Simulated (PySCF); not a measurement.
**Broadened absorption spectrum of C6H8N2S**

C6H8N2S.
Structure used (PBE0-D3(BJ)/def2-SVP), in Å, numbered top down from 1:
```
atom  x, y, z in Å
C1    -2.3717    0.7957   -0.6606
C2    -1.9010   -0.4236    0.0696
S3    -2.9302   -1.5945    0.5684
C4    -0.4660   -0.5103    0.3188
C5     0.2621   -1.5286    0.9882
C6     1.5674   -1.1015    0.9402
N7     1.5659    0.0914    0.2801
C8     2.7091    0.9078   -0.0423
N9     0.3579    0.4589   -0.1002
H10   -2.1164    1.6995   -0.0842
H11   -3.4540    0.7510   -0.8261
H12   -1.8419    0.8920   -1.6214
H13   -0.1474   -2.4309    1.4334
H14    2.4892   -1.5398    1.3171
H15    2.3335    1.8570   -0.4399
H16    3.3403    0.4210   -0.8013
H17    3.3105    1.1003    0.8576
```

Theory: PySCF, TDDFT CAM-B3LYP/def2-SVPD, vertical, gas phase, core orbitals frozen in the response.

Each state is given a Gaussian of 0.5 eV full width at half maximum, with ε(max) = 2.175×10⁸ f / Δν̃ (Δν̃ the width in cm⁻¹). The width is an assumption, not a result. The curve ends short of the highest state used, and states not computed would add to its high-energy end.

```tsv
E (eV)	ε (L mol⁻¹ cm⁻¹)
1.64	0
1.74	0
1.83	0
1.92	0
2.02	0
2.11	1
2.21	1
2.30	2
2.39	2
2.49	2
2.58	1
2.67	1
2.77	0
2.86	0
2.95	0
3.05	0
3.14	0
3.23	0
3.33	0
3.42	0
3.52	1
3.61	6
3.70	29
3.80	142
3.89	498
3.98	1455
4.08	3882
4.17	7764
4.26	12978
4.36	18604
4.45	21288
4.54	20378
4.64	15802
4.73	10568
4.83	5843
4.92	3369
5.01	2254
5.11	1766
5.20	1447
5.29	1073
5.39	663
5.48	402
5.57	286
5.67	352
```

Question: Where are the band maxima, and which computed states make them?

Answer: 277 nm (4.47 eV), ε about 21000, made up of S2 (100%) (ε in L mol⁻¹ cm⁻¹; maxima over ε = 5, shares over 10%). At its high-energy end, 5.67 eV, the curve is still rising (ε about 350, from S3, S4, S5 and S6). The states used: S1 2.39 eV (f 0.0000); S2 4.47 eV (f 0.397); S3 5.10 eV (f 0.028); S4 5.67 eV (f 0.0020); S5 6.16 eV (f 0.023); S6 6.27 eV (f 0.107).

Question: On this curve, what absorbance would a 10⁻⁴ mol/L sample give at 248 nm over a 1 cm path?

Answer: 248 nm is 4.999 eV, where ε is about 2300 L mol⁻¹ cm⁻¹, so A = ε c l ≈ 0.23 (Beer–Lambert, with the gas-phase spectrum and the assumed width).

Question: What would ε be at 4.47 eV, the highest of these maxima, with half the width (0.25 eV)?

Answer: About 42800 L mol⁻¹ cm⁻¹ against 21400, a factor of about 2.00; a lone state at its own centre would give exactly 2.

Question: Does any computed singlet lie in the visible range?

Answer: S1 lies in the visible range (380 to 750 nm), at 518 nm, dark in the vertical dipole picture (f under 0.0005); light of that wavelength is green, and its complementary colour is purple.

Cost: about 2.6 min of CPU time on one thread; the machine was shared, so the figure is rough.

One conformer stands for the species.
